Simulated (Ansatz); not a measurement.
Calculated with Ansatz (gas phase, PBE0-D4/def2-TZVP geometries, no zero-point term in ΔE). CCSD(T)/CBS adds triple-zeta CCSD(T) − MP2 to the extrapolated MP2 energy (def2 sets, frozen cores). This one scheme is used for every species. Functionals use def2-TZVPP. For Ge, Se outer-core shells are correlated without core-valence functions, which leaves a few kJ/mol of doubt a bond. Scalar relativity is left out up to krypton. Each species was taken in one conformer, which may not be the lowest.

Consider the formal exchange of groups at the Se–Si bond: `[SiH3]N[SiH2][SeH]` + `O=[CH][GeH3]` → `O=[CH][GeH2][SeH]` + `[SiH3]N[SiH3]`.

Is it downhill or uphill in electronic energy at CCSD(T)/CBS, and by how much? (Best estimate.)

The calculation gave: Uphill: ΔE = +2.7 kcal/mol.

What do these levels give: PBE-D4, PBE0-D4, r2SCAN, CCSD/def2-TZVPP, MP2/CBS(def2), CCSD/CBS(def2)? (Estimate.)

The calculation gave: PBE-D4 2.5, PBE0-D4 2.5, r2SCAN 2.4, CCSD/def2-TZVPP 1.7, MP2/CBS(def2) 2.7, CCSD/CBS(def2) 2.5 kcal/mol.

Largest T1 diagnostic among the species: 0.014.

The D4 term adds +0.9 kcal/mol with B3LYP and +0.5 kcal/mol with PBE0; it sums over pairs of atoms, weighted by their polarisabilities, and B3LYP, whose exchange is more repulsive, gets the larger term. In def2-TZVPP, CCSD(T) changes the Hartree–Fock value by +1.6 kcal/mol (the triples alone add +0.2 kcal/mol) and MP2 by +1.6 kcal/mol.

B3LYP here is the variant with VWN-RPA as its local correlation; programs differ in this.
